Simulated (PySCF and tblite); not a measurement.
Values are calculated unless marked as measured or tabulated.
C₅H₆O₂, numbered as in [CH2:1]=[CH:2][O:3][C:4](=[O:5])[CH:6]=[CH2:7].

Search: ETKDG, MMFF94s, GFN2-xTB, 150 starts; geometries at GFN2-xTB. Weights use B3LYP-D3(BJ)/pcSseg-1 (IEF-PCM, chloroform) energies plus GFN2-xTB zero-point and thermal terms (modes under about 100 cm⁻¹ blended into free rotors). Symmetry numbers and mirror images are counted. Conformers within 3 kcal/mol (GFN2-xTB free energy) were kept, 10 at most. Run with PySCF (density fitting) and tblite.

Torsions listed: C1–C2–O3–C4, C2–O3–C4–O5, O3–C4–C6–C7.

```csv
conformer,shape,symmetry
1,"0°, 0°, 0°",Cs
2,"180°, 0°, 180°",Cs
3,"0°, 0°, 180°",Cs
4,"180°, 0°, 0°",Cs
```

Q: Which of these conformers is the most populated at 298.15 K, and with what share?

A: Conformer 2, about 61 %. The lead over the next is within the error of the method.

Q: Give the DFT energies and free energies relative to the lowest, and all weights.

A: 
| conformer | shape | E(DFT) kcal/mol | G(298.15 K) kcal/mol | weight % |
| --- | --- | --- | --- | --- |
| 1 | 0°, 0°, 0° | 3.38 | 3.33 | 0.2 |
| 2 | 180°, 0°, 180° | 0.00 | 0.00 | 61.2 |
| 3 | 0°, 0°, 180° | 2.88 | 2.95 | 0.4 |
| 4 | 180°, 0°, 0° | 0.37 | 0.28 | 38.2 |

Q: How does its share change from 250 K to 373.15 K?

A: From 64 % to 58 %; the mixing entropy goes from 1.33 to 1.52 cal/(mol K).

The minima are those of GFN2-xTB; planar forms about aryl–S or allylic bonds may be saddles in DFT.


Conformer gaps in pcSseg-1 on xTB geometries can be 2 kcal/mol off for S=O, P=O and other polar bonds.